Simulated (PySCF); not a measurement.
# Cost of excited-state runs on `O=S(=O)(O)[C@H]1CCS1`, C$_{3}$H$_{6}$O$_{3}$S$_{2}$

Bonds (- single, = double, # triple, : aromatic): O1=S2 1.423 Å, S2=O3 1.431 Å, S2-O4 1.606 Å, S2-C5 1.820 Å, C5-C6 1.519 Å, C6-C7 1.531 Å, C7-S8 1.834 Å, S8-C5 1.804 Å. O4 carries H9; C5 carries H10; C6 carries H11, H12; C7 carries H13, H14. Stereochemistry as in O=S(=O)(O)[C@H]1CCS1. H11, H14 are cis to S2 on the ring; H12, H13 are trans to S2 on the ring.

PySCF with density fitting, on 1 thread of an Arm Neoverse V2, shared host. Command: `OMP_NUM_THREADS=1 python excited_run.py task.json out`

Problem. How long does this run take, and how much memory?
- magnetisability and related constants, BHandHLYP/pcSseg-1; isotopologues

Solution. 
```tsv
run	level	basis functions	wall time	peak memory (GiB)
magnetisability and related constants	BHandHLYP/pcSseg-1	180	24 s	0.82
```
Times from a shared host are rough.
